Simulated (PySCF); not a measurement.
## P (phosphorus, neutral): UHF calculation

Configuration: [Ne] 3s2 3p2 3d1, one real determinant (an excited configuration). All numbers are calculated (PySCF 2.14, the spin-free X2C one-electron Hamiltonian (Gaussian nucleus), in aug-cc-pVQZ-DK (7s6p4d3f2g, 84 functions)).

| Quantity | Value |
| --- | --- |
| Total energy | -341.205481 hartree |
| One-electron energy | -470.0152 hartree |
| Hartree (Coulomb) energy | 151.3643 hartree |
| Exchange energy | -22.5546 hartree |
| ⟨S²⟩ | 3.7569 |
| ⟨L²⟩ | 8.012 |
| Sum of ⟨r⟩ | 16.95 bohr |
| Sum of ⟨r²⟩ | 46.75 bohr² |
| Traceless quadrupole moment −½Σ⟨3z² − r²⟩ along its main axis | -3.45 e·bohr² |
| Langevin diamagnetic susceptibility | -37.0 ×10⁻⁶ cm³/mol |

```json
{"shell": "1s α", "electrons": "1", "mean orbital energy (eV)": "-2187.6", "spread (eV)": "0", "rms radius, mean of both spins (bohr)": "0.120"}
{"shell": "1s β", "electrons": "1", "mean orbital energy (eV)": "-2187.2", "spread (eV)": "0", "rms radius, mean of both spins (bohr)": "0.120"}
{"shell": "2s α", "electrons": "1", "mean orbital energy (eV)": "-210.58", "spread (eV)": "0", "rms radius, mean of both spins (bohr)": "0.560"}
{"shell": "2s β", "electrons": "1", "mean orbital energy (eV)": "-210.12", "spread (eV)": "0", "rms radius, mean of both spins (bohr)": "0.560"}
{"shell": "2p α", "electrons": "3", "mean orbital energy (eV)": "-152.27", "spread (eV)": "0.441", "rms radius, mean of both spins (bohr)": "0.539"}
{"shell": "2p β", "electrons": "3", "mean orbital energy (eV)": "-151.44", "spread (eV)": "0.499", "rms radius, mean of both spins (bohr)": "0.539"}
{"shell": "3s α", "electrons": "1", "mean orbital energy (eV)": "-25.000", "spread (eV)": "0", "rms radius, mean of both spins (bohr)": "2.00"}
{"shell": "3s β", "electrons": "1", "mean orbital energy (eV)": "-19.375", "spread (eV)": "0", "rms radius, mean of both spins (bohr)": "2.00"}
{"shell": "3p α", "electrons": "2", "mean orbital energy (eV)": "-13.805", "spread (eV)": "0", "rms radius, mean of both spins (bohr)": "2.36"}
{"shell": "3d α", "electrons": "1", "mean orbital energy (eV)": "-1.010", "spread (eV)": "0", "rms radius, mean of both spins (bohr)": "5.02"}
```

⟨L²⟩ = 8.01 against 12 for a pure F term, so this real determinant mixes terms. The outer electron is Rydberg-like, and this basis confines it to a smaller radius and binds it less than a complete one would.

Densities and radii are taken from the X2C orbitals without a picture-change correction, which distorts them close to the nucleus.

Spin-orbit constants ζ (cm⁻¹) from the X2C one-electron operator on these orbitals: bare nucleus, nucleus screened by l(l+1)(2l+1)/3 electrons, and screened by the Breit-Pauli mean field of the electrons.

| shell | bare | screened nucleus | mean field |
| --- | --- | --- | --- |
| 2p | 5466 | 4737 | 4409 |
| 3p | 334.3 | 289.7 | 265.1 |
| 3d | 2.862 | 0.9540 | 0.2835 |

To first order the Landé constant is A = 29.52 cm⁻¹, so the lowest level has J = 3/2 and lies 0.0220 eV below the centre of the term. This holds in LS coupling only.
